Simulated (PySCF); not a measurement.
Geometry (Å), atoms numbered from 1 in this order:
```xyz
7

B     0.450    0.831    0.157
H     1.646    0.824    0.262
H    -0.194    1.845    0.117
C    -0.307   -0.560   -0.045
F     0.302   -1.611    0.511
F    -0.323   -0.757   -1.383
F    -1.573   -0.572    0.381
```

- geometry: PBE0-D3(BJ)/def2-SVP
- PBE0/pcSseg-1 with gauge-including orbitals
- program: PySCF 2.14
- relativity neglected, a single conformation, gas phase, averaged over atoms made equivalent by symmetry, fast rotation or ring inversion

δ = σ(ref) − σ, references computed at the same level: TMS for ¹³C (σref 184.41), ¹H (σref 31.27); BF3·OEt2 for ¹¹B (σref 100.73); CFCl3 for ¹⁹F (σref 177.25).

```tsv
atoms	nucleus	count	Hirshfeld charge	δ (ppm)
B1	¹¹B	1	0.18	80.0
C4	¹³C	1	0.19	?
H2/H3	¹H	2	-0.04	?
F5/F6/F7	¹⁹F	3	-0.10	-84.9
```

Complete the table.

## Answers


- C4: 130.3 ppm, carbon bonded to B, 3 F
- H2/H3: 7.04 ppm, hydrogen on a boron bonded to C

Hydrogens on boron are broadened and split by ¹¹B (spin 3/2, 80 %) and 10B (spin 3). A carbon bonded to boron is broadened by the quadrupolar boron nucleus and is often missing from a measured spectrum. Shifts are as computed. Against solution values, carbons near 30 ppm lie about +2 ppm off and those near 130 ppm about +5 ppm. Of 1211 compounds with measured shifts, 218 miss one by over three times the rms of a fit or turn the order of signals round; such compounds aren't used in these exercises. Unscaled 19F shifts against computed CFCl3 carry errors that often reach 10 to 50 ppm.
